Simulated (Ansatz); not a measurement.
Reaction (substitution at a C–Br bond): `[AlH2][CH2]CBr` + HI → `[AlH2][CH2]CI` + HBr

Computed with Ansatz on PBE0-D4/def2-TZVP structures; ΔE is electronic, products minus reactants. CCSD(T)/CBS is the MP2 limit (def2-TZVPP, def2-QZVPP) plus CCSD(T) − MP2 in def2-TZVPP, frozen cores. DFT in def2-TZVPP. B3LYP here is the variant with VWN-RPA as its local correlation; programs differ in this. Elements past krypton have def2 core potentials. For Br, I outer-core shells are correlated without core-valence functions, which leaves a few kJ/mol of doubt a bond. Scalar relativity is left out up to krypton. Each species was taken in one conformer, which may not be the lowest.

`[AlH2][CH2]CBr`:

Z-matrix (Å, degrees):
```
C
C 1 1.500
Al 1 1.970 2 114.9
H 1 1.097 2 110.7 3 121.9
H 1 1.097 2 110.7 3 -122.0
Br 2 1.972 1 113.1 3 -179.9
H 2 1.088 1 113.1 3 62.1
H 2 1.088 1 113.1 3 -61.9
H 3 1.588 1 120.4 2 0.2
H 3 1.586 1 118.7 2 -179.9
```

HI:

Cartesian coordinates in Å:
```
I -0.448 -0.495 0.450
H 0.448 0.495 -0.450
```

`[AlH2][CH2]CI`:

Z-matrix (Å, degrees):
```
C
C 1 1.500
Al 1 1.972 2 114.4
H 1 1.097 2 111.1 3 121.7
H 1 1.097 2 111.1 3 -121.8
I 2 2.175 1 113.7 3 -179.9
H 2 1.088 1 113.4 3 62.4
H 2 1.088 1 113.4 3 -62.3
H 3 1.588 1 120.3 2 0.1
H 3 1.587 1 118.8 2 -179.9
```

HBr:

Z-matrix (Å, degrees):
```
Br
H 1 1.420
```

```json
{"level": "B3LYP-D4", "ΔE (eV)": "-0.08"}
{"level": "ωB97X-V", "ΔE (eV)": "-0.04"}
{"level": "PBE", "ΔE (eV)": "-0.07"}
{"level": "r2SCAN", "ΔE (eV)": "-0.07"}
{"level": "HF/def2-TZVPP", "ΔE (eV)": "-0.01"}
{"level": "SCS-MP2/def2-TZVPP", "ΔE (eV)": "-0.09"}
{"level": "HF/def2-QZVPP", "ΔE (eV)": "-0.02"}
{"level": "CCSD/CBS(def2)", "ΔE (eV)": "-0.11"}
```

(1) What does CCSD(T)/CBS give? (An estimate is asked.)

Largest T1 diagnostic among the species: 0.009.

## Answers

(1) Computed: -0.13 eV. The listed levels differ from it by 0.05, 0.09, 0.06, 0.06, 0.12, 0.04, 0.11, 0.02 eV.

In def2-TZVPP, CCSD(T) changes the Hartree–Fock value by −0.07 eV (the triples alone add −0.02 eV) and MP2 by −0.10 eV.
